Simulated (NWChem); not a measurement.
Program: NWChem. System: silylarsine (H5AsSi), charge 0, spin multiplicity 1, at a geometry optimised with B3LYP/def2-SVP. Level: B3LYP/STO-3G, VWN1-RPA local correlation.

The NWChem input:

```
start mol
memory heap 200 mb stack 900 mb global 1100 mb
geometry units angstroms nocenter noautoz
  Si     1.556857    -0.299920     0.000000
  As    -0.782922     0.210597     0.000000
  H      2.168629     0.316780     1.213199
  H      2.168629     0.316780    -1.213199
  H      1.847284    -1.763346     0.000000
  H     -1.072058    -0.810518     1.103552
  H     -1.072058    -0.810518    -1.103552
  symmetry group Cs
end
basis spherical
  * library sto-3g
end
dft
  xc b3lyp
  semidirect memsize 60000000 filesize 0
  iterations 100
end
task dft energy
```

Output (cleaned and shortened):

```
             Northwest Computational Chemistry Package (NWChem) 7.3.0
             --------------------------------------------------------

                                NWChem Input Module
                                -------------------

 Scaling coordinates for geometry "geometry" by  1.889725989
 (inverse scale =  0.529177249)

 Turning off AUTOSYM since
 SYMMETRY directive was detected!

                             Geometry "geometry" -> ""
                             -------------------------

 Output coordinates in angstroms (scale by  1.889725989 to convert to a.u.)

  No.       Tag          Charge          X              Y              Z
 ---- ---------------- ---------- -------------- -------------- --------------
    1 Si                  14.0000     1.55685700    -0.29992000     0.00000000
    2 As                  33.0000    -0.78292200     0.21059700     0.00000000
    3 H                    1.0000     2.16862900     0.31678000     1.21319900
    4 H                    1.0000     2.16862900     0.31678000    -1.21319900
    5 H                    1.0000     1.84728400    -1.76334600     0.00000000
    6 H                    1.0000    -1.07205800    -0.81051800     1.10355200
    7 H                    1.0000    -1.07205800    -0.81051800    -1.10355200

 Effective nuclear repulsion energy (a.u.)     162.9399506602

            Nuclear Dipole moment (a.u.)
            ----------------------------
        X                 Y               Z
 ---------------- ---------------- ----------------
    -0.0000037795    -0.0000018897     0.0000000000

      Symmetry information
      --------------------

 Group name             Cs
 Group number              2
 Group order               2
 No. of unique centers     5

      Symmetry unique atoms

     1    2    3    5    6


 Summary of "ao basis" -> "" (spherical)
 ------------------------------------------------------------------------------
       Tag                 Description            Shells   Functions and Types
 ---------------- ------------------------------  ------  ---------------------
 *                           sto-3g                   on all atoms

                                 NWChem DFT Module
                                 -----------------

 Summary of "ao basis" -> "ao basis" (spherical)
 ------------------------------------------------------------------------------
       Tag                 Description            Shells   Functions and Types
 ---------------- ------------------------------  ------  ---------------------
 Si                          sto-3g                  5        9   3s2p
 As                          sto-3g                  8       18   4s3p1d
 H                           sto-3g                  1        1   1s

 Summary of "ao basis" -> "ao basis" (spherical)
 ------------------------------------------------------------------------------
       Tag                 Description            Shells   Functions and Types
 ---------------- ------------------------------  ------  ---------------------
 Si                          sto-3g                  5        9   3s2p
 As                          sto-3g                  8       18   4s3p1d
 H                           sto-3g                  1        1   1s

      Symmetry analysis of basis
      --------------------------

        a'         23
        a"          9

            General Information
            -------------------
          SCF calculation type: DFT
          Wavefunction type:  closed shell.
[...]
 d= 0,ls=0.0,diis     1  -2499.7018494794 -2.66D+03  2.32D-02  1.78D-01     0.4
 d= 0,ls=0.0,diis     2  -2499.7174103111 -1.56D-02  1.31D-02  4.90D-02     0.4
 d= 0,ls=0.0,diis     3  -2499.7276996458 -1.03D-02  3.07D-03  4.80D-03     0.5
 d= 0,ls=0.0,diis     4  -2499.7287776054 -1.08D-03  1.16D-04  2.95D-06     0.5
 d= 0,ls=0.0,diis     5  -2499.7287781211 -5.16D-07  4.20D-05  8.32D-07     0.6
 d= 0,ls=0.0,diis     6  -2499.7287783210 -2.00D-07  2.89D-06  3.64D-09     0.7

         Total DFT energy =    -2499.728778321028
      One electron energy =    -3825.447614922176
           Coulomb energy =     1269.445230228973
    Exchange-Corr. energy =     -106.666344288068
 Nuclear repulsion energy =      162.939950660244

 Numeric. integr. density =       51.999978876301

     Total iterative time =      0.5s

                  Occupations of the irreducible representations
                  ----------------------------------------------

                     irrep           alpha         beta
                     --------     --------     --------
                     a'               19.0         19.0
                     a"                7.0          7.0

                       DFT Final Molecular Orbital Analysis
                       ------------------------------------

 Vector   24  Occ=2.000000D+00  E=-2.821341D-01  Symmetry=a"
              MO Center=  1.0D+00, -5.5D-02, -1.1D-15, r^2= 3.9D+00
   Bfn.  Coefficient  Atom+Function         Bfn.  Coefficient  Atom+Function
  ----- ------------  ---------------      ----- ------------  ---------------
    28      0.422622  3 H  s                 29     -0.422622  4 H  s
     9      0.375184  1 Si pz                22     -0.292335  2 As pz
    31     -0.284015  6 H  s                 32      0.284015  7 H  s
     5     -0.162813  1 Si pz                18      0.107099  2 As pz
    24     -0.091462  2 As d -1              26      0.040315  2 As d  1

 Vector   25  Occ=2.000000D+00  E=-2.452204D-01  Symmetry=a'
              MO Center=  2.3D-01, -4.6D-03,  3.4D-14, r^2= 3.0D+00
   Bfn.  Coefficient  Atom+Function         Bfn.  Coefficient  Atom+Function
  ----- ------------  ---------------      ----- ------------  ---------------
    20      0.490607  2 As px                 7     -0.407304  1 Si px
    31     -0.273836  6 H  s                 32     -0.273836  7 H  s
    21      0.272371  2 As py                19      0.257719  2 As s
    28     -0.235094  3 H  s                 29     -0.235094  4 H  s
    16     -0.166172  2 As px                 3      0.165077  1 Si px

 Vector   26  Occ=2.000000D+00  E=-1.656619D-01  Symmetry=a'
              MO Center= -6.9D-01,  3.7D-01, -1.0D-14, r^2= 2.3D+00
   Bfn.  Coefficient  Atom+Function         Bfn.  Coefficient  Atom+Function
  ----- ------------  ---------------      ----- ------------  ---------------
    21      0.610988  2 As py                19      0.574755  2 As s
    20     -0.379103  2 As px                 7      0.285442  1 Si px
    17     -0.199086  2 As py                30      0.192397  5 H  s
    31     -0.185780  6 H  s                 32     -0.185780  7 H  s
     6     -0.148915  1 Si s                 16      0.121490  2 As px

 Vector   27  Occ=0.000000D+00  E= 1.700364D-01  Symmetry=a'
              MO Center=  1.9D-01, -1.1D-01, -2.2D-13, r^2= 2.7D+00
   Bfn.  Coefficient  Atom+Function         Bfn.  Coefficient  Atom+Function
  ----- ------------  ---------------      ----- ------------  ---------------
    20      0.912603  2 As px                 6     -0.713568  1 Si s
     7      0.679004  1 Si px                30      0.316788  5 H  s
    16     -0.240411  2 As px                 3     -0.215069  1 Si px
    31      0.175711  6 H  s                 32      0.175711  7 H  s
    19      0.162070  2 As s                  2      0.155407  1 Si s

 Vector   28  Occ=0.000000D+00  E= 2.170113D-01  Symmetry=a"
              MO Center= -7.0D-01, -1.4D-01,  1.3D-15, r^2= 2.5D+00
   Bfn.  Coefficient  Atom+Function         Bfn.  Coefficient  Atom+Function
  ----- ------------  ---------------      ----- ------------  ---------------
    22      0.993322  2 As pz                31     -0.677430  6 H  s
    32      0.677430  7 H  s                 18     -0.249810  2 As pz
     9      0.241098  1 Si pz                28     -0.194209  3 H  s
    29      0.194209  4 H  s                 24     -0.098042  2 As d -1
    14      0.079221  2 As pz                 5     -0.070522  1 Si pz

 Vector   29  Occ=0.000000D+00  E= 3.024915D-01  Symmetry=a'
              MO Center=  3.8D-01, -1.9D-01, -4.2D-11, r^2= 3.8D+00
   Bfn.  Coefficient  Atom+Function         Bfn.  Coefficient  Atom+Function
  ----- ------------  ---------------      ----- ------------  ---------------
    21      0.661682  2 As py                19     -0.650751  2 As s
     6      0.615912  1 Si s                 31      0.611850  6 H  s
    32      0.611850  7 H  s                  8      0.548156  1 Si py
    28     -0.521649  3 H  s                 29     -0.521649  4 H  s
     4     -0.159981  1 Si py                17     -0.157459  2 As py

 center of mass
 --------------
 x =  -0.19310232 y =   0.08079877 z =   0.00000000

 moments of inertia (a.u.)
 ------------------
          56.150382026054          89.603843176041           0.000000000000
          89.603843176041         475.896800590995           0.000000000000
           0.000000000000           0.000000000000         493.326481288042

     Multipole analysis of the density
     ---------------------------------

     L   x y z        total         alpha         beta         nuclear
     -   - - -        -----         -----         ----         -------
     0   0 0 0     -0.000000    -26.000000    -26.000000     52.000000

     1   1 0 0      0.168258      0.084131      0.084131     -0.000004
     1   0 1 0     -0.368544     -0.184271     -0.184271     -0.000002
     1   0 0 1      0.000000      0.000000      0.000000      0.000000

     2   2 0 0    -23.905824   -135.651253   -135.651253    247.396682
     2   1 1 0      0.807384     22.051000     22.051000    -43.294617
     2   1 0 1     -0.000000     -0.000000     -0.000000      0.000000
     2   0 2 0    -24.040416    -25.138301    -25.138301     26.236186
     2   0 1 1      0.000000      0.000000      0.000000      0.000000
     2   0 0 2    -23.095713    -21.152873    -21.152873     19.210032

 Task  times  cpu:        0.6s     wall:        0.6s

 Total times  cpu:        0.7s     wall:        0.7s
```
